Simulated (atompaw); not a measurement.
**Before and after: PAW (atompaw) potential for Ti (Z = 22)**

titanium (Ti), PAW, made with atompaw 4.2.0.5 (PBE, scalar-relativistic). Core [Ar], reference 3d2 4s1 4p0 (charge +1). Waves: 4s (bound): rc 3.00 bohr; 4s channel at 0.75 Ry: rc 3.00 bohr; 4p (bound, empty): rc 3.00 bohr; 4p channel at 1.6 Ry: rc 3.00 bohr; 3d (bound): rc 2.35 bohr; 3d channel at 0.95 Ry: rc 3.00 bohr. Local part: troulliermartins scheme with l = 3 at -0.5 Ry, radius 2.95 bohr. Core correction: smooth core density matched at 2.30 bohr. Augmentation charge: besselshape compensation charge, radius 2.90 bohr; PAW radius 3.00 bohr; waves and projectors: custom polynom gramschmidtortho.

All-electron outer shells of the reference configuration (PBE, scalar-relativistic, ld1.x):

| shell | level (eV) | outermost node (bohr) | outermost maximum (bohr) |
| --- | --- | --- | --- |
| 3p | -46.15 | 0.37 | 0.90 |
| 3d | -11.37 | – | 0.98 |
| 4s | -10.35 | 1.24 | 2.74 |
| 4p | -6.61 | 1.37 | 3.35 |

Change: augmentation besselshape compensation charge, radius 2.90 bohr; PAW radius 3.00 bohr; waves and projectors: modrrkj vanderbiltortho.

Cutoffs: the cutoffs (Ry, on a coarse ladder) from which the occupation-weighted sum of valence levels, in a spherical-Bessel basis at the reference potential, stays within 10 and 1 mRy of its value at 400 Ry; they do not see the model core or the augmentation charge, which bear on the density cutoff.

Q: What does the change do?

A: The potential gets softer (15 Ry and 30 Ry → 15 Ry and 25 Ry); both files keep a bound ghost (s); the range in which the s phases agree narrows (upper end at the end of the scan → -0.8).

```csv
quantity,base,changed
"cutoff, loose",15 Ry,15 Ry
"cutoff, tight",30 Ry,25 Ry
loose cutoff by channel (10 mRy a level),"s 6 Ry, d 15 Ry","s 6 Ry, d 12 Ry"
bound ghosts,s,s
s: phases at 3.02 bohr within 0.05 rad from the reference energy up to (Ry; the scan ends near 5),to the end of the scan,-0.8
p: phases at 3.02 bohr within 0.05 rad from the reference energy up to (Ry; the scan ends near 5),0.8,n/a
d: phases at 3.02 bohr within 0.05 rad from the reference energy up to (Ry; the scan ends near 5),3.4,3.0
lowest overlap eigenvalue by channel,"s 0.00, p 0.32, d 0.76","s 0.03, p 0.33, d 1.00"
```

 A true bound ghost makes a file unfit for plane-wave use even where its test errors are small: the radial tests pick states by their node count and pass the ghost by. The cutoffs see the waves, projectors and local potential, not the compensation charge or the core.
